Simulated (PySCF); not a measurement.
The numbers are results of B3LYP-D3(BJ)/def2-TZVP // PBE0-D4/def2-TZVP (PySCF), not measurements. Gas-phase values, no solvent. One relaxed conformer stands for a flexible species; it need not be the lowest. B3LYP has the VWN-RPA correlation part, as in Gaussian. Excitations are Tamm–Dancoff values on a coarser integration grid. The basis has no diffuse functions, so Rydberg states are missing or too high.

Reference species (SMILES): `[SiH2](C(N)=O)Cl` (O–C–Si–Cl torsion 180°) (neutral, multiplicity 1).

| Quantity | Result |
|---|---|
| S1 oscillator strength | 0.005 |
| S1 excitation (TDA) | 4.86 eV |
| HOMO | -7.13 eV |

Changed species: `O=C(O)[SiH2]Cl` (Si–C–O–H torsion -180°, O–C–Si–Cl torsion 179°) (X = carboxy; the reference has X = carbamoyl).

Q: What does the change do to the S1 oscillator strength, S1 excitation (TDA) and HOMO?

A: the S1 oscillator strength is nearly the same; the S1 excitation (TDA) increases by 0.23 eV, to 5.09 eV; the HOMO drops by 0.79 eV, to -7.92 eV.
